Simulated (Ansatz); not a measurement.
Cartesian coordinates (Å):
SMILES: C#C[SiH2]O
```xyz
8

C      2.0293     0.4991    -0.5574
C      0.9543     0.0698    -0.2171
Si    -0.6735    -0.5710     0.3143
O     -1.8865     0.4495    -0.1128
H      2.9799     0.8749    -0.8607
H     -0.9544    -1.8491    -0.3714
H     -0.6049    -0.7655     1.7847
H     -1.8240     1.3623     0.1717
```
Charge 0, spin multiplicity 1.

Computed with frozen-core CCSD(T)/def2-TZVPP // PBE0-D4/def2-TZVP (Ansatz, a quantum-chemistry and plane-wave program).

| Quantity | Result |
|---|---|
| HF energy | -441.93242 Ha |
| MP2 correlation energy | -0.66138 Ha |

Question: Estimate the CCSD correlation energy, the (T) correction, the total energy and the T1 diagnostic.

Answer: 
* **CCSD correlation energy**: -0.68628 Ha
* **(T) correction**: -0.02991 Ha
* **CCSD(T) total energy**: -442.64861 Ha
* **T1 diagnostic**: 0.012
